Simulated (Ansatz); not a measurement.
Compare A (`[CH3][GeH]([CH3])[C]#N`) with its isomer B (`C=N[C](=C)[GeH3]`).

Isolated molecules relaxed with PBE0-D4/def2-TZVP in Ansatz; ΔE leaves out vibrations. CCSD(T)/CBS adds triple-zeta CCSD(T) − MP2 to the extrapolated MP2 energy (def2 sets, frozen cores). Functionals use def2-TZVPP. B3LYP here is the variant with VWN-RPA as its local correlation; programs differ in this. For Ge outer-core shells are correlated without core-valence functions, which leaves a few kJ/mol of doubt a bond. Scalar relativity is left out up to krypton. One conformer a species, not always the lowest.

Q: Which is lower in electronic energy at CCSD(T)/CBS, and by how much? (An estimate is asked.)

A: The calculation gave: A, by 47.5 kcal/mol.

Q: Give E(B) − E(A) in kcal/mol with B3LYP-D4, CCSD(T)/def2-TZVPP, PBE-D4, MP2/def2-TZVPP, r2SCAN-D4, CCSD/def2-TZVPP, PBE0-D4. (An estimate is asked.)

A: Computed: B3LYP-D4 42.9, CCSD(T)/def2-TZVPP 49.6, PBE-D4 40.3, MP2/def2-TZVPP 53.9, r2SCAN-D4 43.8, CCSD/def2-TZVPP 50.9, PBE0-D4 43.1. None reverses the order clearly.

Largest T1 diagnostic: 0.013.

From PBE to PBE0 (25 % exact exchange), in def2-TZVPP and without D4, E(B) − E(A) moves by +2.6 kcal/mol. The D4 term adds −1.3 kcal/mol with B3LYP and −0.6 kcal/mol with PBE0; it sums over pairs of atoms, weighted by their polarisabilities, and B3LYP, whose exchange is more repulsive, gets the larger term.
